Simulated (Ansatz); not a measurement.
`[SH][In]([Cl])[Cl]` + H–F → `[F][In]([Cl])[Cl]` + H₂S at 500 K and 1 bar (ligand exchange at the In–S bond).

Computed with Ansatz on PBE0-D4/def2-TZVP structures; ΔE is electronic, products minus reactants. CCSD(T)/CBS is the MP2 limit (def2-TZVPP, def2-QZVPP) plus CCSD(T) − MP2 in def2-TZVPP, frozen cores. This one scheme is used for every species. Elements past krypton have def2 core potentials. For In outer-core shells are correlated without core-valence functions, which leaves a few kJ/mol of doubt a bond. One conformer a species, not always the lowest.

```csv
species,CCSD(T)/CBS energy (Eh),H − E (kJ/mol),S (J/(mol·K))
`[SH][In]([Cl])[Cl]`,-1507.88474,68.8,413.6
H–F,-100.39570,39.4,188.7
`[F][In]([Cl])[Cl]`,-1209.28900,43.5,379.5
H₂S,-398.97279,57.0,224.0
```

H − E and S are ideal-gas, rigid-rotor, harmonic terms from PBE0-D4/def2-TZVP, for one conformer and one mirror image of each species. 1 Eh = 2625.50 kJ/mol, R = 8.31446 J/(mol·K).

Task: By hand: ΔE, ΔH, ΔS and ΔG.

Result: ΔE = (-1209.28900) + (-398.97279) − (-1507.88474) − (-100.39570) = 0.01865 Eh = 49.0 kJ/mol. Δ(H − E) = 43.5 + 57.0 − 68.8 − 39.4 = -7.7, so ΔH = 41.3 kJ/mol. ΔS = 379.5 + 224.0 − 413.6 − 188.7 = 1.2 J/(mol·K). ΔG = 41.3 − 500 × (1.2)/1000 = 40.7 kJ/mol.

Task: By hand: the equilibrium constant, and the temperature at which ΔG would vanish if ΔH and ΔS stayed fixed.

Result: log₁₀ K = −ΔG/(RT ln 10) = -4.3. ΔG = 0 at ΔH/ΔS = 34417 K, far beyond where these terms or the molecules hold.

The number of gas molecules stays the same, so ΔS is small and ΔH decides. A doubt of 5 kJ/mol in ΔE shifts log₁₀ K by 0.5 here. Other conformers and mirror images would add mixing entropy, several J/(mol·K) or more a flexible species. These are equilibria of isolated gas molecules and say nothing of rates. Largest T1 diagnostic: 0.014 (customary marks: 0.02 for closed shells, 0.045 for open ones).
